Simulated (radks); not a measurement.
Effect of the nuclear size on neutral neon, [Ne]. Calculated with a radial shooting solver on a logarithmic mesh with Libxc functionals: Dirac Kohn-Sham, relativistic LDA (MacDonald-Vosko exchange, VWN5 correlation), spin-unpolarised, spherical densities, finite nucleus; Fermi nuclear charge, rms radius 3.0055 fm. The rms radius is varied about that value; shifts are against it.

rms radius (fm),total energy shift (eV),density at nucleus (e/bohr^3),1s1/2 shift (meV)
2.4314,-0.000406,639.6,-0.167
2.7831,-0.000167,639,-0.069
3.0055,0,638.7,0.000
3.1407,0.000108,638.5,0.044
3.6998,0.000604,637.7,0.249

Slopes of the eigenvalues against <r^2> in GHz/fm^2, as finite differences over the two radii next to the reference (eigenvalue slopes, not the field-shift constants of lines): 1s1/2 12.9.
